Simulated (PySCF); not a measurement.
C3H8ClFSi.
Z-matrix (Å and degrees, GFN2-xTB geometry), rows numbered from 1:
```
C 
C   1  1.5174
Cl  2  1.7980  1  108.91
C   2  1.5176  1  113.45  3   120.90
Si  4  1.9042  2  112.64  1  -169.37
F   5  1.6152  4  105.39  2  -156.18
H   1  1.0875  2  110.83  3    58.82
H   1  1.0877  2  110.40  3   -61.58
H   1  1.0885  2  109.45  3   178.79
H   2  1.0931  1  110.40  3  -114.58
H   4  1.0923  2  108.25  1    68.27
H   4  1.0922  2  108.87  1   -47.24
H   5  1.4547  4  111.85  2   -43.08
H   5  1.4518  4  113.24  2    89.76
```

Computed at PBE0/pcSseg-1 (PySCF, non-relativistic), with Q(35Cl) = −0.0817 b: Cl3, 35Cl (I = 3/2): χzz = -69.35 MHz, η = 0.066.

**Question.** Where would the pure quadrupole (NQR) lines of 35Cl at Cl3 fall for the rigid, isolated species?

**Answer.** From ν = (|χ|/2)√(1 + η²/3): ν = 34.70 MHz (alkyl chlorine). For 37Cl the ratio of quadrupole moments, 0.7881, gives 27.35 MHz.

**Question.** Apply the simplest Townes–Dailey estimate (no s hybridisation, no π bonding), ionic character = 1 − χzz/χ0, where χ0 is the coupling for one missing p electron along the bond: −109.74 MHz for 35Cl.

**Answer.** Cl3 on C2: 1 − (-69.35)/(-109.74) = 0.37. In this model a purely covalent bond gives χ0 and a free halide ion gives zero; s hybridisation or π bonding, where present, is counted here as ionic character.

In a crystal, neighbours and librations shift these lines. GFN2-xTB bond lengths can be off by several hundredths of an ångström, more for odd bonds, and the gradients follow them. These gradients aren't converged with respect to the basis.

One conformer stands for the species.
